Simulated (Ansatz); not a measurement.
System: Se$_{2}$I, charge 0, multiplicity 2. It need not be the lowest isomer of its formula. 
Geometry from a B3LYP-D3(BJ)/def2-TZVP (Ansatz, a quantum-chemistry and plane-wave program) optimisation:
```xyz
3

Se    -2.0233    -0.9611    -0.2514
Se     0.0813    -1.0079     0.4228
I      1.2458     1.2631    -0.1100
```
Charge 0, spin multiplicity 2.

Quantity: atomisation energy (electronic, to ground-state atoms), in kcal/mol. Correlated levels leave the core frozen unless marked. UHF or UKS for open shells. No spin-orbit coupling. The frozen core is the preceding noble-gas configuration, with the filled d and f shells of earlier blocks. Past Kr the def2 sets carry scalar-relativistic core potentials. STO-3G rows are all-electron and non-relativistic. The coupled-cluster limit lacks core correlation, which all-electron functionals hold. CBS(X,Y): correlation extrapolated as X^-3; Hartree-Fock from the larger set. The bracket is a focal-point correction in the basis named.

```json
[
 {"level": "HF/def2-TZVPP", "program": "Ansatz", "atomisation energy (kcal/mol)": "38.5"},
 {"level": "BLYP-D3(BJ)/def2-TZVPD", "program": "Ansatz + dftd3", "atomisation energy (kcal/mol)": "128.2"},
 {"level": "BLYP-D4/def2-TZVPD", "program": "Ansatz + dftd4", "atomisation energy (kcal/mol)": "127.9"},
 {"level": "PBE0/def2-SVP", "program": "Ansatz", "atomisation energy (kcal/mol)": "115.5"},
 {"level": "PBE0-D3(BJ)/def2-TZVP", "program": "Ansatz + dftd3", "atomisation energy (kcal/mol)": "120.6"},
 {"level": "PBE0-D3(BJ)/def2-TZVPD", "program": "Ansatz + dftd3", "atomisation energy (kcal/mol)": "121.0"},
 {"level": "PBE0-D4/def2-TZVP", "program": "Ansatz + dftd4", "atomisation energy (kcal/mol)": "120.6"}
]
```

Estimate the value at RI-MP2/CBS(def2-TZVPP,def2-QZVPP)+[CCSD(T)-MP2]/def2-TZVPP as computed with Ansatz.

113.0 kcal/mol
